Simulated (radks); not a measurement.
Species: Te25+. Configuration: [Ar] 3d9. Method: non-relativistic Kohn-Sham, PBE, spin-polarised, spherical densities, point nucleus; open shells are filled with parallel spins first (spin-orbit coupling, left out, can overturn this in heavy ions); relativity is left out, which matters for an element this heavy; computed with a radial shooting solver on a logarithmic mesh with Libxc functionals.

Normalised radial functions P(r) = r R(r), r in bohr:

r         3d down
0.001511   0.0000
0.002097   0.0000
0.002935   0.0001
0.004107   0.0003
0.005701   0.0008
0.007978   0.0020
0.01116    0.0053
0.0155     0.0131
0.02169    0.0325
0.03035    0.0772
0.04212    0.1707
0.05895    0.3591
0.08249    0.6870
0.1145     1.1469
0.1602     1.6501
0.2242     1.9242
0.3113     1.7192
0.4356     1.0764
0.6095     0.4162
0.8461     0.0860

3d down: eigenvalue -1349.2 eV, 0 radial nodes, <r> = 0.284 bohr, 90 % of the charge inside 0.442 bohr.
